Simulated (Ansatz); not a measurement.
Ansatz (a quantum-chemistry and plane-wave program) input (RI-MP2/cc-pV(T+d)Z):
A basis named .json is the Basis Set Exchange file of that set.

Ansatz 0.2 input:
```yaml
crystal:
  periodic: [false, false, false]
  atoms:
    - {symbol: C, position_ang: [1.81167815, -0.80049929, -0.72724910]}
    - {symbol: Si, position_ang: [0.42727411, 0.02288773, 0.18003562]}
    - {symbol: Cl, position_ang: [0.25714706, 1.95201040, -0.55711269]}
    - {symbol: Cl, position_ang: [0.86844822, 0.16377318, 2.19132509]}
    - {symbol: N, position_ang: [-1.05736707, -0.81257428, 0.06591794]}
    - {symbol: Si, position_ang: [-1.91781358, -1.27111600, -1.37187603]}
    - {symbol: H, position_ang: [1.97800350, -1.80154054, -0.32670503]}
    - {symbol: H, position_ang: [2.73018920, -0.22192863, -0.62696358]}
    - {symbol: H, position_ang: [1.57272551, -0.88300663, -1.78876328]}
    - {symbol: H, position_ang: [-1.56952901, -0.87559173, 0.93592165]}
    - {symbol: H, position_ang: [-0.97111937, -1.12443740, -2.49815559]}
    - {symbol: H, position_ang: [-2.37186220, -2.67771475, -1.27551787]}
    - {symbol: H, position_ang: [-3.10447454, -0.41788958, -1.61359225]}
basis:
  gaussian:
    orbitals: cc-pV_T+d_Z.json
    fitting: {mean_field: def2-universal-jkfit, correlation: cc-pVTZ-RIFIT.json}
magnetization: {spin_polarized: false}
correlation: {method: mp2, electrons: outside_noble_gas}
```

End of the output:

```
integrals: 0.54 GiB planned
790 factors; integrals over basis functions are off by at most 1.4e0 eV
0.73 GiB of device memory are held for the factors and their scratch space
mean field: 1.62 GiB planned
mean field evaluation 1: about -43359.1210 eV, gradient 4.0e1 eV
mean field evaluation 2: about -43362.2157 eV, gradient 1.9e1 eV
mean field evaluation 4: about -43363.0342 eV, gradient 1.1e0 eV
mean field -43363.03871564 eV, -1593.5622802766 hartree, gradient 9.6e-7 eV, S^2 0.000000; 0 other end points of the search recorded, 0 dependent functions left out
22 core orbitals not correlated
860 factors; their error is unknown
reference -43363.03871564 eV, -1593.5622802766 hartree; 19, 19 occupied and 273, 273 virtual orbitals, 860 factors
second order -27.43006343 eV of doubles, -0.00000000 eV of singles
Total energy: -43390.46877908 eV, -1594.5703165150 hartree
```
